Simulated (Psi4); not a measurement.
Psi4 was given this input:
```
memory 2 GB

molecule mol {
0 2
Te   -0.000000   -0.000000   -0.031107
H     0.000000    0.000000    1.617561
}

set {
  basis def2-svp
  reference uks
}

energy('pbe')
print_variables()
```

Q: What does this run give for the total energy, <S^2>, dipole moment?

A: 
The total energy is -268.570203 Ha and the <S^2> comes out as 0.752. The dipole moment comes out as 0.24 D.

These values belong to the state on which the SCF converged, which isn't shown to be the lowest.
